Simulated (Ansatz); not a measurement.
Ansatz (an electronic-structure program) input:

Ansatz 0.2 input:
```yaml
crystal:
  periodic: [false, false, false]
  atoms:
    - {symbol: Ir, position_ang: [-0.00000000, -0.00000000, -0.01998718]}
    - {symbol: H, position_ang: [0.00000000, 0.00000000, 1.53901255]}
basis:
  gaussian:
    orbitals: def2-SVPD
magnetization: {spin_polarized: true, initial_magnetization: 2}
correlation: {method: ccsd_t, electrons: outside_noble_gas}
output: {forces: true}
```

Task: Which total energy does the run end on?

Result: -104.22255 Eh (CCSD(T)/def2-SVPD). The basis has 43 functions.

The spin state was set by rule; other spins were not relaxed.
